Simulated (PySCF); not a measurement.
# Which determinant of InSn lies lowest?

Unrestricted PBE0; In cc-pVDZ-PP with ECP28, Sn cc-pVDZ-PP with ECP28; scalar-relativistic core potentials (PySCF 2.14). Outer shells of the fragments: In 4d10 5s2 5p1; Sn 4d10 5s2 5p2.

Followed along the bond (rough minima from three points):

```csv
2Ms+1,unpaired,⟨S²⟩ at the start,R at minimum (Å),Te (eV)
4,"σ ↑, π ↑↑",3.75,2.86,0.00
2,"σ ↓, π ↑↑",1.77,2.84,0.35
2,π ↑,0.75,3.09,0.72
2,π ↑,0.78,2.69,1.16
```

Solutions found at the starting distance of 2.740 Å, counted from the lowest of them; the search is not exhaustive and high or unbound solutions are not listed, so other states can lie among these:

| 2Ms+1 | unpaired | term | E (eV) | ⟨S²⟩ | ⟨Lz²⟩ | μ (D) |
| --- | --- | --- | --- | --- | --- | --- |
| 4 | σ ↑, π ↑↑ | ⁴Σ⁻ | 0.00 | 3.75 | 0.00 | -1.36 |
| 2 | σ ↓, π ↑↑ | mixed | 0.35 | 1.77 | 0.00 | -1.34 |
| 2 | π ↑ | ²Π | 0.99 | 0.75 | 1.00 | 0.09 |
| 2 | π ↑ | ²Π | 1.14 | 0.78 | 1.01 | -1.72 |
| 4 | π ↑↑↑ | ⁴Π | 2.21 | 3.76 | 1.00 | 0.00 |
| 4 | σ ↑, π ↑↑ | mixed | 2.30 | 3.76 | 2.01 | 2.05 |

A term symbol is given only where ⟨S²⟩ and ⟨Lz²⟩ are close to those of a pure state; real π, δ and φ orbitals otherwise mix terms. A positive dipole means In(−)Sn(+).

Spin–orbit coupling is left out. Counting both spins, an empty level lies below a filled one in some of these solutions, because spin and occupation are held.
